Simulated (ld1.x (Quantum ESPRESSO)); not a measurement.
Before and after: PAW potential for ytterbium (Yb)

```
Element                 : Yb (Z = 70)
Generator               : ld1.x (Quantum ESPRESSO) 7.5
Type                    : PAW
Functional              : PBE
Relativity              : scalar-relativistic
Frozen core             : [Kr] 4d10 4f14
Valence charge          : 10
Reference configuration : 5s2 5p6 5d0 6s2 6p0
Partial waves           : 5s (bound): rcut 1.65, rcutus 2.20 bohr; 6s (bound): rcut 1.65, rcutus 2.20 bohr; 5p (bound): rcut 1.95, rcutus 2.05 bohr; 6p (bound, empty): rcut 1.95, rcutus 2.05 bohr; 5d (bound, empty): rcut 2.60, rcutus 2.85 bohr; 5d channel at 0.8 Ry: rcut 2.60, rcutus 2.85 bohr
Local potential         : all-electron potential smoothed inside 2.80 bohr (lloc = -1)
Core correction         : Bessel-smoothed model core inside 1.30 bohr
Augmentation charge     : GAUSS, radius 1.65 bohr
```

All-electron outer shells of the reference configuration (PBE, scalar-relativistic, ld1.x):

```tsv
shell	level (eV)	outermost node (bohr)	outermost maximum (bohr)
4d	-177.93	0.24	0.49
5s	-54.92	0.58	1.07
5p	-27.42	0.62	1.24
6s	-3.92	1.47	3.28
4f	-3.01	–	0.49
6p	-1.11	1.81	4.66
5d	-0.67	0.70	2.12
```

Change: type TM; waves now 5s (bound): rc 2.20 bohr; 5p (bound): rc 2.05 bohr; 5d (bound): rc 2.85 bohr; local potential all-electron potential smoothed inside 2.10 bohr (lloc = -1) (6s counted twice).

Cutoffs: the cutoffs (Ry, on a coarse ladder) from which the occupation-weighted sum of valence levels, in a spherical-Bessel basis at the reference potential, stays within 10 and 1 mRy of its value at 400 Ry; they do not see the model core or the augmentation charge, which bear on the density cutoff. Errors are all-electron minus pseudo energies relative to the spin-unpolarised reference configuration.

Task: How do hardness, ghosts and transferability respond?

Result: The potential gets harder (21 Ry and 35 Ry → 25 Ry and 40 Ry); the miss of the reference levels goes from 0.00 to 0.43 eV; of the 7 tests that both files solve, the error grows in 7 and shrinks in 0 by more than 15 % and 0.3 meV (median size 25.2 → 679.1 meV); the range in which the s phases agree narrows (upper end 3.2 → -0.8); the range in which the p phases agree narrows (upper end at the end of the scan → 0.0); neither file shows a bound ghost. In the changed file ld1.x takes every shell without a wave as core, so the model core holds the 6s electrons as well and exchange and correlation see them twice. This cancels in the reference configuration, but the file is broken for other ones, and its errors say nothing about a proper core correction. Several settings change at once here, so the effects cannot be laid on one of them.

```csv
quantity,base,changed
"cutoff, loose",21 Ry,25 Ry
"cutoff, tight",35 Ry,40 Ry
loose cutoff by channel (10 mRy a level),"s 15 Ry, p 15 Ry","s 18 Ry, p 15 Ry"
bound ghosts,none,none
"largest miss of a reference level, eV",0.00,0.43
"error for 5s2 5p6 5d0 6s1 6p0, meV [ΔE 6.53 eV]",-25,+440
"error for 5s2 5p6 5d0 6s0 6p0, meV [ΔE 18.78 eV]",-134,+900
"error for 5s2 5p6 5d0 6s1.5 6p0, meV [ΔE 2.60 eV]",-5.8,+218
"error for 5s2 5p6 5d1 6s1 6p0, meV [ΔE 3.26 eV]",-5.6,+379
"error for 5s2 5p5 5d0 6s2 6p0, meV [ΔE 32.99 eV]",-587,-679
"error for 5s2 5p6 5d1 6s0 6p0, meV [ΔE 9.47 eV]",-11,+797
"error for 5s1 5p6 5d0 6s2 6p0, meV [ΔE 61.10 eV]",-919,-1307
s: phases at 3.10 bohr within 0.05 rad from the reference energy up to (Ry; the scan ends near 5),3.2,-0.8
p: phases at 3.10 bohr within 0.05 rad from the reference energy up to (Ry; the scan ends near 5),to the end of the scan,0.0
d: phases at 3.10 bohr within 0.05 rad from the reference energy up to (Ry; the scan ends near 5),to the end of the scan,2.2
```
